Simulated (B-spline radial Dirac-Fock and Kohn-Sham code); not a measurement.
# Two-hole binding energies of Re⁵⁴⁺

System: rhenium as Re⁵⁴⁺, configuration [Ar] 3d3.

Input file task.json (cfg lists n, l and occupation; rrms is the nuclear radius in fm):

```json
{"items": [{
  "Z": 75,
  "q": 54,
  "cfg": [[1, 0, 2], [2, 0, 2], [2, 1, 6], [3, 0, 2], [3, 1, 6], [3, 2, 3]],
  "A": 187,
  "rrms": 5.3698,
  "do": ["binding", "quiet", "double"]
}]}
```

Command: `python xray_run.py task.json out`

Calculated with a B-spline atomic structure program, using Dirac-Fock (average of configuration) total-energy differences with a finite nucleus, the Breit interaction including its frequency dependence, and self-energy and vacuum-polarisation corrections. U is the two-hole binding energy less the two single-hole energies, the effective repulsion of the holes after relaxation. Each two-hole energy is an average over J within one jj subconfiguration.

```csv
holes,E(a) (eV),E(b) (eV),E(ab) (eV),U (eV)
1s⁻¹ 3p1/2⁻¹,75398.9,5891.7,81497.2,206.6
1s⁻¹ 3p3/2⁻¹,75398.9,5532.3,81117.2,186.0
2s⁻²,16150.3,16150.3,32610.2,309.6
2s⁻¹ 2p3/2⁻¹,16150.3,14160.4,?,?
2p1/2⁻¹ 2p3/2⁻¹,15603.9,14160.4,30098.0,333.8
2p3/2⁻²,14160.4,14160.4,28643.9,323.2
2s⁻¹ 3p1/2⁻¹,16150.3,5891.7,22211.1,169.2
2p1/2⁻¹ 3s⁻¹,15603.9,6119.7,21887.5,163.9
2s⁻¹ 3p3/2⁻¹,16150.3,5532.3,21842.7,160.1
2p1/2⁻¹ 3p3/2⁻¹,15603.9,5532.3,21302.6,166.4
2p3/2⁻¹ 3s⁻¹,14160.4,6119.7,20441.1,161.0
3p1/2⁻²,5891.7,5891.7,11919.6,136.3
3p1/2⁻¹ 3p3/2⁻¹,5891.7,5532.3,11548.6,124.7
3p3/2⁻²,5532.3,5532.3,11187.7,123.1
```

**Question.** Give the missing two-hole energy and U.

**Answer.** E(ab) = 30595.2 eV and U = 284.6 eV.
